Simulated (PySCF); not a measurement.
Vertical excitations of a molecule C₃H₅O, multiplicity 2 from TDA-B3LYP/def2-SVPD (PySCF), as energy in eV (oscillator strength): 1.87 (0.001), 4.51 (0.001), 5.51 (0.000), 5.61 (0.004), 5.87 (0.003), 6.09 (0.032), 6.25 (0.013), 6.33 (0.001), 6.75 (0.000), 6.95 (0.001). The structure is a stationary point at B3LYP-D3(BJ)/def2-SVP. Other conformers were not sampled.

### Question
Identify the compound among the candidates.
(A) CC[C]=O
(B) [CH]=C(C)O
(C) [CH2]C(C)=O

### Answer
B, [CH]=C(C)O
